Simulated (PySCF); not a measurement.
## Excitation energy of Al by level of theory

Al [Ne] 3s2 3p1 (2P) → Al [Ne] 3s1 3p2 (4P), as a difference of total energies. All numbers are calculated (PySCF 2.14, the non-relativistic Hamiltonian (point nucleus), in dyall-acv3z). Correlated levels: valence: [Ne] frozen; valence and next inner shell: 1s2 frozen; virtual orbitals above 40 to 60 times the deepest correlated orbital energy dropped. The calculations carry no spin-orbit coupling.

```
                                method  excitation energy (cm⁻¹)
                                   UHF                     19254
                                   LDA                     29531
                                   PBE                     28724
                                  PBE0                     27711
                                r2SCAN                     25539
                                 TPSSh                     28326
                                 B97-3                     30100
                               r2SCAN0                     25908
                         MP2 (valence)                     25370
                     SCS-MP2 (valence)                     27871
    MP2 (valence and next inner shell)                     26691
SCS-MP2 (valence and next inner shell)                     28876
```

Errors of the correlated levels include the incompleteness of this basis and the frozen core.

For comparison: 29022 cm⁻¹ (measured; NIST levels, between the centres of gravity of the two terms).
